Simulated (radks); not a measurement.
Results of a calculation; reference values are marked as such.
Q: Ionisation of the argon ion Ar3+, [Ne] 3s2 3p3, to Ar4+, [Ne] 3s2 3p2, under several functionals. Non-relativistic Kohn-Sham, spin-unpolarised, spherical densities, point nucleus; a radial shooting solver on a logarithmic mesh with Libxc functionals. The NIST Atomic Spectra Database gives 59.6 eV (semi-empirical). Rank these functionals by the error of their Delta-SCF ionisation energy: exchange-only LDA; OLYP; BP86; exchange-only PBE; XLYP; TPSS; exchange-only B88; MS2 meta-GGA; TASK exchange with Perdew-Wang LDA correlation; LDA (Slater exchange, Perdew-Wang correlation).

A: From best to worst: TASK exchange with Perdew-Wang LDA correlation 58.074 eV (-1.506); BP86 57.722 eV (-1.858); LDA (Slater exchange, Perdew-Wang correlation) 57.716 eV (-1.864); TPSS 57.703 eV (-1.877); OLYP 57.690 eV (-1.890); MS2 meta-GGA 57.681 eV (-1.899); XLYP 57.538 eV (-2.042); exchange-only B88 56.508 eV (-3.072); exchange-only PBE 56.461 eV (-3.119); exchange-only LDA 56.118 eV (-3.462). Spin polarisation and multiplet splitting are left out, so open shells lie too high by an amount that depends on their filling.

Beside tabulated values, note that spin-unpolarised runs miss the spin-polarisation part of the exchange energy of open shells.
